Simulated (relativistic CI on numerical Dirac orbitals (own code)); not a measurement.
**Ni4+ in a cubic cluster: 2p photoemission with charge transfer**

Computed with a charge-transfer multiplet model of a cubic metal-ligand cluster with up to 3 ligand holes, Slater and spin-orbit integrals from Dirac-Coulomb-Breit ions, Slater integrals scaled by 0.8. The parameters are those of a tetrahedral site (10Dq negative, t2 hopping the larger). The ground state mixes d6 with configurations of k ligand holes L, whose averages lie at kΔ + k(k − 1)U_dd/2; a core hole lowers each added d electron by U_cd. 20 K, Lorentzian 0.6 eV and Gaussian 0.8 eV FWHM.

Atomic integrals in eV (Slater integrals scaled, ζ unscaled), ground: F2dd 11.354, F4dd 7.124, zeta_d 0.099; with the core hole: F2dd 12.648, F4dd 7.972, zeta_d 0.136, zeta_core 11.396, F2cd 7.730, G1cd 6.056, G3cd 3.449.

Cluster parameters (eV): Δ = 1.6, U_dd = 6.9, 10Dq = -0.3, 10Dq(ligand) = 0, V(eg) = 1.25, V(t2g) = -2.12, final-state hopping factor = 0.8.

```csv
Case,n_d,d6,d7L,d8L2,d9L3,S
U_cd = 6 eV,6.40,0.63,0.34,0.03,0.00,2.00
U_cd = 7.8 eV,6.40,0.63,0.34,0.03,0.00,2.00
U_cd = 9.6 eV,6.40,0.63,0.34,0.03,0.00,2.00
```

Weights, n_d and S are thermal averages at 20 K. Binding energies count from the first peak over 30 % of the highest in each spectrum, which can be another peak from case to case. The parameters are a model scan and need not match a compound or its usual spin state. Peaks in eV (height, largest 100):
- U_cd = 6 eV: 0.0 (100), 1.7 (85), 6.4 (40), 12.5 (9), 19.6 (71), 25.8 (22)
- U_cd = 7.8 eV: 0.0 (100), 1.5 (83), 6.4 (50), 7.2 (49), 11.5 (26), 19.4 (67), 25.8 (30), 28.4 (19)
- U_cd = 9.6 eV: 0.0 (100), 1.2 (80), 7.4 (63), 11.3 (45), 12.7 (52), 19.1 (66), 25.4 (38), 28.2 (21), 31.4 (30)

For the case U_cd = 7.8 eV, Δ = 1.6 eV is smaller than U_dd = 6.9 eV, the charge-transfer side of the Zaanen-Sawatzky-Allen scheme. With the core hole the configuration with one ligand hole lies at Δ − U_cd = -4.4, -6.2, -8.0 eV from the one without, in the order of the table; where this is negative the screened configuration lies lower.
